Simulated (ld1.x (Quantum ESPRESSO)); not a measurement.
# Mg (Z = 12): excitation energies, all-electron against TM

Mg, norm-conserving Troullier–Martins (Kleinman–Bylander form), made with ld1.x (Quantum ESPRESSO) 7.5 (PW91, scalar-relativistic). Core [Ne], reference 3s2 3p0. Waves: 3p (bound, empty): rc 3.40 bohr; 3d channel at 0.3 Ry: rc 3.55 bohr; 3s (bound): rc 1.95 bohr. Local part: the s channel. Core correction: none.

Energies are relative to the spin-unpolarised reference configuration 3s2 3p0; without spin polarisation the order of configurations can differ from experiment.

Problem. Give the all-electron excitation energy and the error of the potential for: 3s1 3p0; 3s1.5 3p0; 3s1 3p1; 3s0 3p2; 3s0 3p1.

Solution.

```csv
valence configuration,charge,ΔE all-electron (eV),error AE − PS (meV)
3s1 3p0,+1,7.993,+7.2
3s1.5 3p0,+0.5,3.161,+0.6
3s1 3p1,0,3.493,+11
3s0 3p2,0,7.184,+67
3s0 3p1,+1,12.345,+133
```

Levels in the configuration 3s0 3p1:

```
level  all-electron (eV)  pseudo (eV)
   3p             -7.820       -7.709
```

ld1.x printed “convergence not achieved” for 3 of the counted tests; their residual had stalled under 1e-8, short of the target of 1e-14.
